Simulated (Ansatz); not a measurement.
Born–Oppenheimer molecular dynamics of CH6Sn (8 atoms, charge 0, multiplicity 1). It starts from a relaxed structure.

Theory: RKS PBE0-D4/def2-SVP in Ansatz.

- ensemble: NVT, Langevin thermostat
- time step: 0.5 fs
- steps asked: 166
- set temperature: 1500 K
- friction: 0.02 /fs
- seed: 166928

Frames 1 fs apart, positions in Å, forces in eV/Å.

Velocities at 20 fs (Å/ps):

```
Sn -1.84 1.51 2.73
C 10.42 -7.18 0.34
H 3.58 6.86 -66.93
H 11.98 -39.76 55.93
H -17.59 -7.00 -6.87
H 5.15 -79.55 11.20
H 16.64 27.93 -28.13
H 21.59 -23.84 0.89
```

```xyz
8
Properties=species:S:1:pos:R:3:forces:R:3 time_fs=20 energy_less_start_eV=0.895 T=1143
Sn -0.024 0.022 0.045 0.16 -0.34 -1.11
C 0.149 -0.082 2.117 0.79 2.85 0.08
H -0.909 -0.050 2.465 0.79 0.59 0.50
H 0.519 -1.086 2.282 0.78 -0.15 0.57
H 0.913 0.904 2.260 -2.25 -3.01 0.65
H 1.695 0.132 -0.410 -0.84 -0.28 -0.25
H -0.848 1.435 -0.485 0.05 -0.07 -0.04
H -1.026 -1.396 -0.271 0.53 0.40 -0.40
8
Properties=species:S:1:pos:R:3:forces:R:3 time_fs=21 energy_less_start_eV=0.797 T=1202
Sn -0.026 0.023 0.047 0.22 -0.44 -1.33
C 0.159 -0.087 2.117 1.04 1.25 0.15
H -0.907 -0.044 2.404 0.50 0.56 0.79
H 0.533 -1.129 2.335 0.22 1.24 0.15
H 0.881 0.882 2.250 -1.84 -2.59 0.79
H 1.696 0.047 -0.401 -0.82 -0.14 -0.30
H -0.837 1.463 -0.514 0.21 -0.35 0.11
H -1.005 -1.412 -0.276 0.46 0.48 -0.37
8
Properties=species:S:1:pos:R:3:forces:R:3 time_fs=22 energy_less_start_eV=0.732 T=1223
Sn -0.029 0.025 0.049 0.27 -0.48 -1.51
C 0.172 -0.090 2.117 0.51 -0.47 0.16
H -0.902 -0.031 2.352 0.33 0.47 1.01
H 0.551 -1.156 2.384 -0.17 2.09 -0.23
H 0.831 0.840 2.236 -0.90 -1.48 1.05
H 1.686 -0.041 -0.393 -0.72 0.00 -0.37
H -0.829 1.492 -0.536 0.35 -0.62 0.25
H -0.980 -1.421 -0.281 0.33 0.48 -0.36
8
Properties=species:S:1:pos:R:3:forces:R:3 time_fs=23 energy_less_start_eV=0.762 T=1046
Sn -0.031 0.027 0.050 0.18 -0.56 -1.59
C 0.186 -0.090 2.119 -0.88 -2.43 -0.06
H -0.894 -0.013 2.307 0.25 0.35 1.18
H 0.565 -1.155 2.428 -0.33 2.26 -0.45
H 0.781 0.791 2.232 0.57 0.55 1.36
H 1.655 -0.122 -0.393 -0.46 0.11 -0.46
H -0.818 1.517 -0.552 0.44 -0.81 0.35
H -0.959 -1.432 -0.284 0.23 0.53 -0.33
8
Properties=species:S:1:pos:R:3:forces:R:3 time_fs=24 energy_less_start_eV=0.890 T=959
Sn -0.034 0.029 0.053 0.01 -0.65 -1.60
C 0.200 -0.091 2.122 -2.24 -4.14 -0.43
H -0.880 0.001 2.270 0.03 0.25 1.34
H 0.572 -1.136 2.465 -0.31 2.03 -0.53
H 0.742 0.758 2.243 1.97 2.67 1.67
H 1.609 -0.197 -0.398 -0.04 0.17 -0.59
H -0.806 1.525 -0.569 0.46 -0.87 0.41
H -0.938 -1.438 -0.296 0.12 0.54 -0.27
8
Properties=species:S:1:pos:R:3:forces:R:3 time_fs=25 energy_less_start_eV=0.931 T=932
Sn -0.036 0.031 0.056 -0.14 -0.71 -1.61
C 0.211 -0.096 2.126 -2.86 -3.82 -0.86
H -0.870 0.009 2.238 -0.15 0.15 1.47
H 0.570 -1.094 2.498 -0.04 1.13 -0.36
H 0.713 0.757 2.268 2.33 3.39 1.76
H 1.563 -0.265 -0.413 0.35 0.19 -0.70
H -0.787 1.532 -0.590 0.46 -0.90 0.48
H -0.923 -1.440 -0.323 0.04 0.58 -0.18
8
Properties=species:S:1:pos:R:3:forces:R:3 time_fs=26 energy_less_start_eV=0.870 T=1045
Sn -0.039 0.035 0.059 -0.21 -0.84 -1.64
C 0.220 -0.101 2.129 -3.18 -1.18 -1.22
H -0.873 0.028 2.222 0.20 -0.04 1.48
H 0.568 -1.038 2.526 0.42 -0.41 0.15
H 0.705 0.779 2.305 1.73 2.50 1.52
H 1.522 -0.332 -0.440 0.59 0.21 -0.75
H -0.770 1.536 -0.610 0.46 -0.91 0.54
H -0.918 -1.442 -0.348 -0.01 0.66 -0.08
8
Properties=species:S:1:pos:R:3:forces:R:3 time_fs=27 energy_less_start_eV=0.857 T=1035
Sn -0.041 0.037 0.062 -0.12 -0.92 -1.66
C 0.230 -0.105 2.130 -3.26 2.84 -1.46
H -0.878 0.050 2.226 0.69 -0.22 1.41
H 0.564 -0.982 2.553 1.03 -2.28 0.95
H 0.717 0.820 2.358 0.62 0.55 0.92
H 1.490 -0.403 -0.464 0.66 0.26 -0.75
H -0.762 1.532 -0.627 0.47 -0.89 0.58
H -0.913 -1.435 -0.371 -0.10 0.65 0.01
8
Properties=species:S:1:pos:R:3:forces:R:3 time_fs=28 energy_less_start_eV=0.885 T=979
Sn -0.043 0.040 0.066 0.19 -1.02 -1.75
C 0.236 -0.106 2.128 -2.66 5.34 -1.01
H -0.874 0.071 2.248 0.87 -0.32 1.29
H 0.568 -0.948 2.591 1.21 -2.89 1.27
H 0.742 0.871 2.413 -0.36 -1.25 0.19
H 1.472 -0.470 -0.493 0.49 0.38 -0.64
H -0.751 1.527 -0.635 0.46 -0.83 0.59
H -0.907 -1.423 -0.390 -0.21 0.59 0.06
8
Properties=species:S:1:pos:R:3:forces:R:3 time_fs=29 energy_less_start_eV=0.869 T=925
Sn -0.046 0.041 0.070 0.71 -1.11 -1.83
C 0.240 -0.103 2.125 -1.83 5.29 0.33
H -0.872 0.087 2.284 1.08 -0.40 1.09
H 0.590 -0.941 2.637 0.75 -1.86 0.66
H 0.764 0.907 2.468 -0.90 -2.18 -0.41
H 1.464 -0.531 -0.528 0.19 0.53 -0.44
H -0.730 1.514 -0.640 0.40 -0.67 0.55
H -0.901 -1.396 -0.404 -0.39 0.38 0.06
8
Properties=species:S:1:pos:R:3:forces:R:3 time_fs=30 energy_less_start_eV=0.843 T=1234
Sn -0.049 0.043 0.074 1.24 -1.22 -1.80
C 0.242 -0.099 2.123 -0.94 3.79 2.21
H -0.868 0.100 2.338 1.28 -0.50 0.78
H 0.625 -0.957 2.696 -0.09 -0.08 -0.58
H 0.775 0.916 2.523 -1.07 -2.41 -0.84
H 1.456 -0.584 -0.572 -0.10 0.70 -0.22
H -0.708 1.493 -0.635 0.28 -0.36 0.43
H -0.901 -1.358 -0.410 -0.61 0.08 0.02
8
Properties=species:S:1:pos:R:3:forces:R:3 time_fs=31 energy_less_start_eV=0.891 T=1126
Sn -0.052 0.047 0.077 1.74 -1.47 -1.64
C 0.242 -0.092 2.125 -0.15 2.53 3.63
H -0.850 0.112 2.407 1.19 -0.57 0.46
H 0.663 -0.974 2.747 -0.73 1.05 -1.53
H 0.779 0.902 2.578 -1.03 -2.28 -1.18
H 1.452 -0.628 -0.619 -0.38 0.85 0.02
H -0.686 1.467 -0.621 0.12 0.07 0.24
H -0.911 -1.320 -0.417 -0.78 -0.18 -0.01
```

Of the whole run (83 fs, mean temperature of the second half 1256 K): The mean temperature of the second half is 16 % below the set value. A run of 0.083 ps of so small a system gives no equilibrium averages.

Time of the run: 7 min on 1 thread of Arm Neoverse V1 (shared host), peak memory 0.13 GiB.
